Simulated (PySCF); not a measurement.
Species: C₆H₉B.
Numbering: `[CH2:1]=[CH:2][B:3]([CH:4]=[CH2:5])[CH:6]=[CH2:7]` (hydrogens: H8, H9 on C1; H10 on C2; H11 on C4; H12, H13 on C5; H14 on C6; H15, H16 on C7)

Computed with PySCF at CAM-B3LYP/def2-SVPD, non-relativistic, on one gas-phase PBE0-D3(BJ)/def2-SVP geometry that isn't relaxed in the solvent. The solvent is an IEF-PCM continuum (Bondi radii, 1.10 Å for H, scaled by 1.2). The model holds no explicit solvent molecules, cavitation or dispersion.

Gas phase at CAM-B3LYP/def2-SVPD: HOMO -8.99 eV, LUMO -1.10 eV, dipole 0.06 D.

What does the continuum do to the energy, the frontier levels and the dipole at CAM-B3LYP/def2-SVPD in chloroform?

```csv
solvent,ε,E(solvent) − E(gas) (kcal/mol),polarisation term (kcal/mol),distortion of the solute (kcal/mol),HOMO (eV),LUMO (eV),dipole (D)
chloroform,4.711,-1.92,-2.08,0.16,-8.98,-1.08,0.08
```

The polarisation term is half the interaction of the solute with the surface charges that it induces; the rest is the cost of distorting the solute's density. The sum is the electrostatic part of solvation alone.

How does the static polarisability (CAM-B3LYP/def2-SVPD, frozen core, with the continuum's full static response) change?

```
    medium  isotropic (au)  principal values (au)  ⟨r²⟩ of the electrons (bohr²)
       gas            92.3     55.9, 110.5, 110.6                          956.6
chloroform           116.2     69.9, 139.4, 139.5                          955.4
```

The isotropic value in chloroform is 1.26 times the gas-phase one; no cavity-field correction is applied. ⟨r²⟩ is taken about the centre of nuclear charge.

Shape of the structure used: `[CH2:1]=[CH:2][B:3]([CH:4]=[CH2:5])[CH:6]=[CH2:7]`: C1–C2–B3–C4 5°, C2–B3–C4–C5 -176°, C2–B3–C6–C7 4°.
